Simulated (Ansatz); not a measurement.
Job for Ansatz (an electronic-structure program): U-r2SCAN/def2-TZVPPD on BeHI (SMILES [BeH][I]), a point of a bond scan (R = 1.058 Å). Elements past Kr take the def2 small-core potentials; no spin–orbit coupling. Files ending in .json are basis or fitting sets from the Basis Set Exchange.

Ansatz 0.2 input:
```yaml
crystal:
  periodic: [false, false, false]
  atoms:
    - {symbol: Be, position_ang: [-0.00000000, -0.00000000, -1.96186424]}
    - {symbol: H, position_ang: [-0.00000000, -0.00000000, -3.02013060]}
    - {symbol: I, position_ang: [0.00000000, 0.00000000, 0.21004064]}
basis:
  gaussian:
    orbitals: def2-TZVPPD.json
hamiltonian:
  xc: {name: r2SCAN}
magnetization: {spin_polarized: true, initial_magnetization: 0}
```

Program output:

```
WARN ansatz: RAYON_NUM_THREADS=1 ignored (pool sized by the plan → 1); use --threads N
Functional definition: r2SCAN
integrals: 0.02 GiB planned
630 factors; their error is unknown
mean field: 0.30 GiB planned
mean field evaluation 1: about -8521.1530 eV, gradient 9.6e0 eV
mean field evaluation 2: about -8521.5267 eV, gradient 6.8e0 eV
mean field evaluation 4: about -8521.7324 eV, gradient 6.2e-1 eV
mean field evaluation 8: about -8521.7180 eV, gradient 1.1e-2 eV
mean field -8521.71796534 eV, -313.1673589985 hartree, gradient 8.9e-5 eV, S^2 0.000000; 0 other end points of the search recorded, 0 dependent functions left out
reference -8521.71798137 eV, -313.1673595875 hartree; 15, 15 occupied and 83, 83 virtual orbitals, 630 factors
Total energy: -8521.71798137 eV, -313.1673595875 hartree
```

The run converged.

Cost: about 4 core-seconds (a rough figure).
